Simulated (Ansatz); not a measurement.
`CN(C)[SiH]([SiH3])Cl` + CH₃NH₂ → `CN[SiH]([SiH3])Cl` + dimethylamine at 700 K and 1 bar (ligand exchange at the Si–N bond).

Calculated with Ansatz (gas phase, PBE0-D4/def2-TZVP geometries, no zero-point term in ΔE). CBS: MP2 limit from def2 TZ/QZ plus the TZ coupled-cluster correction, frozen cores. One conformer a species, not always the lowest.

```tsv
species	CCSD(T)/CBS energy (Eh)	H − E (kJ/mol)	S (J/(mol·K))
`CN(C)[SiH]([SiH3])Cl`	-1174.82266	424.1	591.9
CH₃NH₂	-95.75281	207.6	296.6
`CN[SiH]([SiH3])Cl`	-1135.57158	334.4	539.1
`CNC`	-135.00321	296.9	352.4
```

H − E and S are ideal-gas, rigid-rotor, harmonic terms from PBE0-D4/def2-TZVP, for one conformer and one mirror image of each species. 1 Eh = 2625.50 kJ/mol, R = 8.31446 J/(mol·K).

Q: By hand: ΔE, ΔH, ΔS and ΔG.

A: ΔE = (-1135.57158) + (-135.00321) − (-1174.82266) − (-95.75281) = 0.00068 Eh = 1.8 kJ/mol. Δ(H − E) = 334.4 + 296.9 − 424.1 − 207.6 = -0.4, so ΔH = 1.4 kJ/mol. ΔS = 539.1 + 352.4 − 591.9 − 296.6 = 3.0 J/(mol·K). ΔG = 1.4 − 700 × (3.0)/1000 = -0.7 kJ/mol.

Q: By hand: the equilibrium constant, and the temperature at which ΔG would vanish if ΔH and ΔS stayed fixed.

A: log₁₀ K = −ΔG/(RT ln 10) = 0.1. ΔG = 0 at ΔH/ΔS = 467 K, though so small a ΔH makes that figure unsure.

TΔS isn't small against ΔH here. The sign of ΔG lies within the doubt. A doubt of 5 kJ/mol in ΔE shifts log₁₀ K by 0.4 here. Other conformers and mirror images would add mixing entropy, several J/(mol·K) or more a flexible species. Modes under 60 cm⁻¹, often nearly free rotors, make the harmonic entropy too high. These are equilibria of isolated gas molecules and say nothing of rates. Largest T1 diagnostic: 0.011 (customary marks: 0.02 for closed shells, 0.045 for open ones).
